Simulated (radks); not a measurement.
Polarisability of neutral magnesium, [Ne] 3s2, at imaginary frequency. All-electron calculation, scalar-relativistic Kohn-Sham, exchange-only LDA, spin-polarised, spherical densities, finite nucleus; Fermi nuclear charge, rms radius 3.057 fm. Program: a radial shooting solver on a logarithmic mesh with Libxc functionals. Response by self-consistent Sternheimer equations with the Hartree and adiabatic exchange-only LDA kernel, the relativistic mass of each level held fixed and spin-orbit coupling left out.

w (hartree)  alpha1(iw) (bohr^3)  alpha2(iw) (bohr^5)
0.00266                    77.38                 1072
0.0143                     76.72                 1067
0.0360                     73.26                 1038
0.0697                     63.97                954.0
0.118                      48.55                794.2
0.186                      31.72                580.7
0.280                      18.51                373.4
0.413                      10.11                216.0
0.605                      5.354                115.1
0.892                      2.812                57.25
1.35                       1.484                26.48
2.12                      0.7787                11.15
3.59                      0.3785                4.064
6.94                      0.1431                1.144
17.5                     0.02962               0.1873

Static values: alpha1 = 77.40 bohr^3 (11.47 angstrom^3; uncoupled 136.7), alpha2 = 1072 bohr^5, alpha3 = 24290 bohr^7. C6 = 698.0, C8 = 54820, triple-dipole C9 = 40050 atomic units. One-pole (London) frequency 4 C6 / (3 alpha1^2) = 0.155 hartree, against 0.142 for minus the highest occupied eigenvalue. Recommended static value: 71.2 bohr^3 (Schwerdtfeger and Nagle, 2023 table).
